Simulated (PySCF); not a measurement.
An unknown is described by computed data only.

Elements present: C, H, N and Si. Monoisotopic mass: 123.0504 u.

| Property | Result |
| --- | --- |
| Valence photoelectron | vertical ionisation energy: 8.87 eV [ΔSCF CAM-B3LYP/def2-SVPD] |
| UV, strongest line | among the 10 lowest singlet transitions: S2 at 5.26 eV (236 nm, f = 0.467) [TDDFT CAM-B3LYP/def2-SVPD] |
| Triplet | lowest triplet excitation (Tamm–Dancoff): 3.14 eV [TDA CAM-B3LYP/def2-SVPD] |
| Polarisability | 109.4 au [CAM-B3LYP/def2-SVPD] |
| Rotational structure | rotational constants A, B, C: 3.290, 0.765, 0.686 GHz [PBE0-D3(BJ)/def2-SVP] |
| 13C NMR | chemical shifts (computed TMS as zero) by class: 183.4 (1 C), 160.1 (1 C), 134.4 (1 C), 104.9 (1 C), 87.6 (1 C), 19.0 (1 C) ppm [GIAO CAM-B3LYP/pcSseg-1] |

Electronic properties: PySCF, gas phase, density fitting. Levels stand in brackets. Isolated species at its PBE0-D3(BJ)/def2-SVP geometry (one conformer only). NMR values are class means; diastereotopic atoms form classes of their own.

Problem. Which formula fits the mass and the elements?

Solution. C6H9NSi (calculated 123.0504). No other formula that holds each of these elements comes within 0.0003 u with a fitting electron parity and a possible valence count.

Problem. What is the compound? Reason from the data.

Solution. Numbering: `[CH:1]#[C:2][SiH2:3]/[N:4]=[CH:5]/[CH:6]=[CH:7]\[CH3:8]`. Its formula, C6H9NSi, gives 4 degrees of unsaturation: 0 rings and 4 π bonds in the structure found. 6 carbons fall into 6 classes; from least to most shielded: C=N carbon [C5] (183.4 ppm), alkene CH carbon [C7] (160.1 ppm), alkene CH carbon [C6] (134.4 ppm), terminal alkyne carbon [C1] (104.9 ppm), alkyne carbon [C2] (87.6 ppm), allylic carbon [C8] (19.0 ppm). The first electron is taken from the HOMO, whose largest Löwdin shares are 0.54 on the C=N nitrogen, 0.12 on the C=N carbon, 0.08 on the SiH2 silicon and 0.06 on the hydrogen on a C=N carbon. The optimised geometry has point group C1 and is an asymmetric top. Structure: `C#C[SiH2]/N=C/C=C\C`. Computed isomers that give other values at the same levels: `C#C[SiH2]/N=C/C=C/C` (13C chemical shifts (computed TMS as zero) by class: 180.4 (1 C), 153.4 (1 C), 137.2 (1 C), 104.6 (1 C), 87.7 (1 C), 20.8 (1 C) ppm); `C#C[SiH2]/N=C\C=C/C` (13C chemical shifts (computed TMS as zero) by class: 177.8 (1 C), 152.7 (1 C), 135.1 (1 C), 103.7 (1 C), 87.6 (1 C), 14.7 (1 C) ppm); `[SiH3]Cc1cccnc1` (13C chemical shifts (computed TMS as zero) by class: 158.6 (1 C), 156.0 (1 C), 144.0 (1 C), 143.8 (1 C), 131.5 (1 C), 15.9 (1 C) ppm). The assignments are read from this structure; whether some other isomer fits the data as well wasn't checked.

The values belong to the conformer `[CH:1]#[C:2][SiH2:3]/[N:4]=[CH:5]/[CH:6]=[CH:7]\[CH3:8]`: C2–Si3–N4–C5 -121°, N4–C5–C6–C7 5°.
